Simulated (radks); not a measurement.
Numerical settings for neutral germanium, [Ar] 3d10 4s2 4p2. All-electron calculation, Dirac Kohn-Sham, BLYP, spin-unpolarised, spherical densities, finite nucleus; open shells fill j = l - 1/2 first; Fermi nuclear charge, rms radius 4.0742 fm. Program: a radial shooting solver on a logarithmic mesh with Libxc functionals. The defaults (mesh step 0.008 in ln r, mesh end at 40 bohr or more with all orbitals vanishing there, Anderson mixing 0.5 over 9 steps, residual threshold near 1e-9 with the energy settled to 1e-9 hartree or 1e-11 of itself, here a cap of 83 iterations) give E = -2099.3313 hartree and 4p1/2 at -3.843 eV in 16 iterations. Run on one thread of a shared host, so times are rough (Arm Neoverse V2): 0.11 s of CPU time, 0.11 s wall, 16 iterations on 2381 mesh points. Changes against that run (0 stands for a change within the tolerance of the run):

setting                     iterations  converged  E (mhartree)  e(4p1/2) (meV)  CPU (s)
mesh step in ln r 0.02              15        yes             0               0     0.05
mesh step in ln r 0.05              14        yes      +0.00638               0     0.02
mesh step in ln r 0.005             18        yes             0               0     0.17
mesh end (bohr) 400                 16        yes             0               0     0.11
mesh end (bohr) 12                  16        yes       +0.0597           +7.25     0.12
residual threshold 0.01              9        yes     +0.000239           +1.77     0.08
residual threshold 0.1               9        yes     +0.000239           +1.77     0.08
mixing 0.01                         23         no      diverged               -      0.2
linear mixing, mixing 0.05          83         no       +0.0181           -32.6     0.42
linear mixing, mixing 0.8           15         no      diverged               -     0.22
mixing history 3                    23        yes             0               0     0.13
iteration cap 5                      5         no         +2.05            +156     0.04

No run marked as converged misses the energy by more than 1 mhartree. A mesh that ends early acts as a hard wall.
